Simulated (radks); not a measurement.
Results of a calculation; reference values are marked as such.
Trend from Lu to Hg: ionisation energy by Delta-SCF between NIST ground configurations, and size. Code: a radial shooting solver on a logarithmic mesh with Libxc functionals. Model: scalar-relativistic Kohn-Sham, r2SCAN, spin-polarised, spherical densities, finite nucleus; open shells are filled with parallel spins first (spin-orbit coupling, left out, can overturn this in heavy ions); meta-GGA in the generalised Kohn-Sham scheme; Fermi nuclear charge, rms radius of each element as measured or else 0.836 A^(1/3) + 0.57 fm.

species       configuration  configuration of the ion  IE (eV)  NIST (eV)  kind  r at 0.001 e/bohr^3 (bohr)
Lu        [Xe] 4f14 5d1 6s2             [Xe] 4f14 6s2    5.281      5.426  exp.                        5.09
Hf        [Xe] 4f14 5d2 6s2         [Xe] 4f14 5d1 6s2    6.934      6.825  exp.                        5.00
Ta        [Xe] 4f14 5d3 6s2         [Xe] 4f14 5d3 6s1    7.020      7.550  exp.                        4.89
W         [Xe] 4f14 5d4 6s2         [Xe] 4f14 5d4 6s1    7.155      7.864  exp.                        4.79
Re        [Xe] 4f14 5d5 6s2         [Xe] 4f14 5d5 6s1    7.269      7.834  exp.                        4.70
Os        [Xe] 4f14 5d6 6s2         [Xe] 4f14 5d6 6s1    8.161      8.438  exp.                        4.61
Ir        [Xe] 4f14 5d7 6s2         [Xe] 4f14 5d7 6s1    8.820      8.967  exp.                        4.52
Pt        [Xe] 4f14 5d9 6s1             [Xe] 4f14 5d9    9.510      8.959  exp.                        4.32
Au       [Xe] 4f14 5d10 6s1            [Xe] 4f14 5d10    9.548      9.226  exp.                        4.25
Hg                     [Hg]        [Xe] 4f14 5d10 6s1   10.370     10.438  exp.                        4.29

Reference values: NIST Atomic Spectra Database (exp. = measured, semi-emp. = semi-empirical, theory = theoretical value adopted there). Open shells are spherical and high-spin; term and fine-structure splittings are not resolved. Spin-orbit splitting is averaged out at the scalar-relativistic level.
